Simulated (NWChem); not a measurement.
AlNH$_{4}$; SMILES [NH2][AlH2]

B3LYP is NWChem's, with the RPA form of VWN correlation.

Task: Give the equilibrium geometry at B3LYP/6-31G* (spherical d) (NWChem) as a Z-matrix, with the point group.

Result: point group C2v; any orientation.
```
Al
N 1 1.7810
H 2 1.0129 1 124.82
H 2 1.0129 3 110.36 1 180.00
H 1 1.5865 2 117.68 3 -180.00
H 1 1.5865 5 124.64 2 180.00
```
